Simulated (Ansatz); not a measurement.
H₂Be, charge +1, doublet, geometry from GFN2-xTB (such geometries of metal compounds can be far from the true shape) (a state made from the parent by changing its charge; the spin is typed, not shown lowest); HF/cc-pVDZ in Ansatz (a first-principles code).

The Ansatz input:
Ansatz 0.2 input:
```yaml
crystal:
  periodic: [false, false, false]
  atoms:
    - {symbol: Be, position_ang: [0.00000000, 0.00000000, 0.00000000]}
    - {symbol: H, position_ang: [0.00000000, 0.00000000, 1.36263112]}
    - {symbol: H, position_ang: [-0.00000000, -0.00000000, -1.36263112]}
basis:
  gaussian:
    orbitals: cc-pVDZ
hamiltonian:
  xc: hf
total_charge: 1
magnetization: {spin_polarized: true, initial_magnetization: 1}
```

Q: What does Ansatz print? Leave out banner, timings and long lists.

A: 
```
Functional definition: HF
272 factors; their error is unknown
mean field evaluation 1: about -417.1930 eV, gradient 6.3e0 eV
mean field evaluation 2: about -417.7407 eV, gradient 2.6e0 eV
mean field evaluation 4: about -417.8811 eV, gradient 1.8e-1 eV
mean field evaluation 8: about -417.8761 eV, gradient 1.5e-5 eV
mean field evaluation 16: about -413.0289 eV, gradient 1.8e1 eV
mean field evaluation 32: about -415.8391 eV, gradient 1.0e1 eV
mean field -417.87613993 eV, -15.3566648957 hartree, gradient 7.8e-6 eV, S^2 0.828241; 0 other end points of the search recorded, 0 dependent functions left out
reference -417.87613993 eV, -15.3566648957 hartree; 3, 2 occupied and 21, 22 virtual orbitals, 272 factors
Total energy: -417.87613993 eV, -15.3566648957 hartree
```
